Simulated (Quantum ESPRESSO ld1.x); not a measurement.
Charge is removed step by step from the 5d5/2 level of Au3+, starting from [Xe] 4f14 5d(3/2: 4, 5/2: 4). Method: Dirac Kohn-Sham, revPBE, spin-unpolarised, spherical densities, point nucleus; computed with ld1.x of Quantum ESPRESSO 7.5.

| removed (e) | E - E(0) (eV) | eigenvalue (eV) | E minus straight line (eV) |
|---|---|---|---|
| 0 | 0.000 | -39.675 | 0.000 |
| 0.125 | 5.067 | -41.398 | -0.771 |
| 0.25 | 10.350 | -43.136 | -1.325 |
| 0.375 | 15.852 | -44.891 | -1.661 |
| 0.5 | 21.573 | -46.661 | -1.777 |
| 0.625 | 27.517 | -48.446 | -1.671 |
| 0.75 | 33.685 | -50.246 | -1.340 |
| 0.875 | 40.079 | -52.060 | -0.784 |
| 1 | 46.701 | -53.889 | 0.000 |

Removing the whole electron costs 46.701 eV by Delta-SCF, against 39.675 eV from minus the eigenvalue at the starting occupation. Slater's transition state (half an electron removed) gives 46.661 eV. Integrating minus the eigenvalue over the occupation (Janak's theorem) gives 46.701 eV. The mean slope of the eigenvalue, de/dn, is 14.2 eV per electron. Ionisation energy of Au3+ in the NIST Atomic Spectra Database: 45 eV (theoretical).

Beside tabulated values, note that spin-unpolarised runs miss the spin-polarisation part of the exchange energy of open shells.
